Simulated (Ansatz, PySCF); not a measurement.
Au(Cl)(CO) cation (CAuClO), SMILES [Au](<-[C-]#[O+])[Cl] (connectivity only; charge and spin as stated), charge +1, multiplicity 2. Atoms are numbered in the order given.

```xyz
4

Au     0.1014     0.0062     0.0000
Cl    -0.0684    -2.3113     0.0000
O     -0.0631     3.1200     0.0000
C      0.0024     2.0013     0.0000
```
Charge +1, spin multiplicity 2.

Coordinates come from a B3LYP-D3(BJ)/def2-SVP optimisation. The multiplicity is an assumed one; other spin states were not compared. The isomer is the one that the SMILES or the coordinates give; other isomers of the formula were not compared. The def2 effective core potentials stand for the cores of Au; spin–orbit coupling is left out.

Two levels are set side by side: PBE-D3(BJ)/def2-SVP (Ansatz, a first-principles code) and B3LYP-D3(BJ)/def2-SVP (Ansatz). Each level has its own optimised geometry; the coordinates shown are those of the second. Frequencies come from the Hessian of PySCF at each geometry. Differences are taken from unrounded values.

```
quantity                            B3LYP-D3(BJ)
----------------------------------  ------------
mean bond length (Å)                       1.814
bond Au1–Cl2 (Å)                           2.324
bond Au1–C4 (Å)                            1.998
bond O3–C4 (Å)                             1.121
highest harmonic wavenumber (cm⁻¹)          2325
mean harmonic wavenumber (cm⁻¹)              607
zero-point energy (kcal/mol)                5.21
```

What does PBE-D3(BJ) give, and how far is it from B3LYP-D3(BJ)? (The exact figures need the calculation; the answer reports its results.)


```json
[
 {"quantity": "mean bond length (Å)", "PBE-D3(BJ)": "1.798", "PBE-D3(BJ) minus B3LYP-D3(BJ)": "-0.016"},
 {"quantity": "bond Au1–Cl2 (Å)", "PBE-D3(BJ)": "2.296", "PBE-D3(BJ) minus B3LYP-D3(BJ)": "-0.028"},
 {"quantity": "bond Au1–C4 (Å)", "PBE-D3(BJ)": "1.964", "PBE-D3(BJ) minus B3LYP-D3(BJ)": "-0.033"},
 {"quantity": "bond O3–C4 (Å)", "PBE-D3(BJ)": "1.134", "PBE-D3(BJ) minus B3LYP-D3(BJ)": "0.013"},
 {"quantity": "highest harmonic wavenumber (cm⁻¹)", "PBE-D3(BJ)": "2225", "PBE-D3(BJ) minus B3LYP-D3(BJ)": "-100"},
 {"quantity": "mean harmonic wavenumber (cm⁻¹)", "PBE-D3(BJ)": "608", "PBE-D3(BJ) minus B3LYP-D3(BJ)": "1"},
 {"quantity": "zero-point energy (kcal/mol)", "PBE-D3(BJ)": "5.22", "PBE-D3(BJ) minus B3LYP-D3(BJ)": "0.01"}
]
```
